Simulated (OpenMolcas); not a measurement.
# Cr3+, Mo3+, W3+: d³ down the group

| Property | Result |
| --- | --- |
| Program | OpenMolcas |
| Method | MS-CASPT2, IPEA 0.25 Eh, imaginary shift 0.1 Eh |
| Basis | ANO-RCC-VTZP |
| Scalar Hamiltonian | DKH2, point nucleus |
| Spin-orbit coupling | state interaction with AMFI integrals over the reference wave functions, term energies averaged over their components |

Active space for each ion: 3 electrons in 5 orbitals (d); closed shells correlated by CASPT2: Cr3+ 3s 3p; Mo3+ 4s 4p; W3+ 5s 5p.

Computed levels in cm-1 above ⁴F_3/2:

```tsv
Level	Cr3+	Mo3+	W3+
⁴F_5/2	247	759	3640
⁴F_7/2	583	1719	6950
⁴F_9/2	1001	2810	9580
⁴P_1/2	14610	10720	12340
⁴P_5/2	15000	11960	18070
²G_7/2	15110	11940	16130
²G_9/2	15470	12690	25350
²P_1/2	19740	14580	19410
²D_5/2(1)	21150	17370	24630
weight of ⁴F in the lowest level (%)	100	99	87
```

Mixed levels, with the weight of the term that names them: W3+ ⁴F_9/2 (74 %), W3+ ⁴P_1/2 (57 %), W3+ ²G_9/2 (51 %), W3+ ²P_1/2 (57 %).

Measured, with the error of the calculation in %. Measured levels: Cr3+ from Sugar and Corliss, J. Phys. Chem. Ref. Data 6, 317 (1977); Mo3+ from Sugar and Musgrove, J. Phys. Chem. Ref. Data 17, 155 (1988); W3+ from the list in J. Phys. B 45, 035001 (2012).

| Level | Cr3+ | Mo3+ | W3+ |
| --- | --- | --- | --- |
| ⁴F_5/2 | 236 (+4.6) | 778 (-2.4) | 3537 (+2.9) |
| ⁴F_7/2 | 556 (+4.9) | 1760 (-2.3) | 6745 (+3.1) |
| ⁴F_9/2 | 946 (+5.9) | 2865 (-2.0) | 9256 (+3.5) |
| ⁴P_1/2 | 14059 (+3.9) | 10338 (+3.7) | 11773 (+4.8) |
| ⁴P_5/2 | 14471 (+3.7) | 11612 (+3.0) | 17190 (+5.1) |
| ²G_7/2 | 15052 (+0.4) | 11580 (+3.1) | 15261 (+5.7) |
| ²G_9/2 | 15402 (+0.4) | 12311 (+3.1) |  |
| ²P_1/2 | 19519 (+1.1) | 14348 (+1.6) | 18365 (+5.7) |
| ²D_5/2(1) | 20664 (+2.4) | 16809 (+3.4) | 22766 (+8.2) |

The fine-structure level ⁴F_9/2 changes by a factor of 9.57 from Cr3+ to W3+.

Without spin-orbit coupling ⁴P lies 14280, 9890, 9980 cm-1 above ⁴F in that order; the difference to the level ⁴P_1/2, of either sign, comes from spin-orbit coupling, which also lowers the zero.

CASPT2 breaks the degeneracy within a term, and the mean is taken; among the terms shown or strongly mixed into the levels shown the widest spread is 1000 cm-1 (3d³ ⁴F, Cr3+). The CASPT2 spread within a term exceeds the gap to the next term for 4d³ ²H and 4d³ ²D(1), so the order of their levels is uncertain (figures for Mo3+; the like holds for W3+). Computed and measured levels are paired by configuration, term and J; levels that our copy of the source lacks, or whose pairing is in doubt (as where it misses far off the trend of its configuration), stay unpaired and out of the deviations. Only configurations of the active space appear.

A number in round brackets counts repeated terms of one configuration in the order of the reference energies.
